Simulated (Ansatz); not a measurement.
Z-matrix (Å, degrees):
```
C
F 1 1.354
Al 1 1.989 2 116.0
N 1 1.254 2 115.8 3 180.0
H 3 1.578 1 122.0 2 0.2
H 3 1.582 1 113.3 2 -179.8
H 4 1.018 1 110.4 2 180.0
```

Charge 0, multiplicity 1.

Problem. List the ωB97M-V/def2-TZVPP orbital energies in eV (the Gaussian-basis code of Ansatz). (Best estimate.)

Solution. Computed: Occupied: -1532.86, -677.76, -394.73, -284.29, -117.47, -77.16, -76.94, -76.92, -36.87, -28.35, -19.95, -17.42, -16.08, -15.84, -14.17, -12.88, -11.56, -11.41, -10.19. Lowest empty: -0.71, 1.80, 2.22, 2.40, 2.90, 3.68, 4.86, 5.18.
